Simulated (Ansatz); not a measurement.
Gas-phase electronic energies from Ansatz, PBE0-D4/def2-TZVP geometries. CCSD(T)/CBS is the MP2 limit (def2-TZVPP, def2-QZVPP) plus CCSD(T) − MP2 in def2-TZVPP, frozen cores. This one scheme is used for every species. DFT in def2-TZVPP. B3LYP here is the variant with VWN-RPA as its local correlation; programs differ in this. For Ga outer-core shells are correlated without core-valence functions, which leaves a few kJ/mol of doubt a bond. Scalar relativity is left out up to krypton. One conformer a species, not always the lowest.

`O[SiH2][GaH][SiH3]` + `N[SiH2]N` → `N[SiH2]N[SiH2]O` + `[SiH3][GaH2]`  (cleavage of the Si–Ga bond)

CCSD(T)/CBS gives -0.70 eV.

(1) Another level gave -0.73 eV. Which?
A. CCSD(T)/def2-TZVPP
B. B3LYP-D4/def2-TZVPP
C. PBE0/def2-TZVPP
D. PBE-D4/def2-TZVPP

Largest T1 diagnostic among the species: 0.013.

Answers

(1) A. CCSD(T)/def2-TZVPP -0.73, PBE0 -0.58, B3LYP-D4 -0.67, PBE-D4 -0.51 eV.

From PBE to PBE0 (25 % exact exchange), in def2-TZVPP and without D4, ΔE moves by −0.08 eV. In def2-TZVPP, CCSD(T) changes the Hartree–Fock value by +0.14 eV (the triples alone add +0.01 eV) and MP2 by +0.08 eV.
